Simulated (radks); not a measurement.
Numerical settings for the potassium ion K+, [Ar]. Calculated with a radial shooting solver on a logarithmic mesh with Libxc functionals: scalar-relativistic Kohn-Sham, PBEsol, spin-polarised, spherical densities, point nucleus. The defaults (mesh step 0.008 in ln r, mesh end at 40 bohr or more with all orbitals vanishing there, Anderson mixing 0.5 over 9 steps, residual threshold near 1e-9 with the energy settled to 1e-9 hartree or 1e-11 of itself, here a cap of 93 iterations) give E = -601.1297 hartree and 3p at -24.829 eV in 14 iterations. Run on one thread of a shared host, so times are rough (Arm Neoverse V1): 0.12 s of CPU time, 0.12 s wall, 14 iterations on 2476 mesh points. Changes against that run (0 stands for a change within the tolerance of the run):

setting                    iterations  converged  E (mhartree)  e(3p) (meV)  CPU (s)
mesh step in ln r 0.012            14        yes             0            0     0.09
mesh step in ln r 0.2              93         no     -3.25e+06            -     0.26
mesh step in ln r 0.05             14        yes     +0.000303            0     0.03
mesh end (bohr) 8                  14        yes      +0.00173       +0.144     0.11
mesh end (bohr) 400                14        yes             0            0     0.12
residual threshold 1e-05            9        yes             0       +0.101     0.09
residual threshold 0.1              8        yes             0        -0.22     0.08
mixing 0.2                         15        yes             0            0     0.13
linear mixing, mixing 0.5          30        yes             0            0     0.22
linear mixing, mixing 0.8          24        yes             0            0     0.18
mixing history 3                   15        yes             0            0     0.12
iteration cap 5                     5         no      -0.00164        +21.5     0.05

No run marked as converged misses the energy by more than 1 mhartree. A mesh that ends early acts as a hard wall.
